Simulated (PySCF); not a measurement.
Z-matrix (Å, degrees):
```
Ti
F 1 1.7442
F 1 1.7470 2 114.43
F 1 1.7540 2 109.36 3 120.28
N 1 1.8532 2 107.50 4 119.44
H 5 1.0196 1 124.72 2 -21.27
H 5 1.0197 6 110.51 1 176.87
```
Charge 0, spin multiplicity 1.

**Question.** Estimate the charge on the central atom (Mulliken), LUMO, total energy, HOMO, dipole moment, charge on the central atom (meta-Löwdin) and HOMO–LUMO gap that TPSSh-D3(BJ)/def2-TZVP // r2SCAN-D4/def2-SVP run with PySCF returns for this input.

**Answer.** 
```json
{
  "charge on the central atom (Mulliken)": "1.60 e",
  "LUMO": "-2.99 eV",
  "total_energy": "-1205.3916 Ha",
  "HOMO": "-7.70 eV",
  "dipole_moment": "0.587 e·Å",
  "charge on the central atom (meta-Löwdin)": "1.53 e",
  "HOMO–LUMO gap": "4.71 eV"
}
```
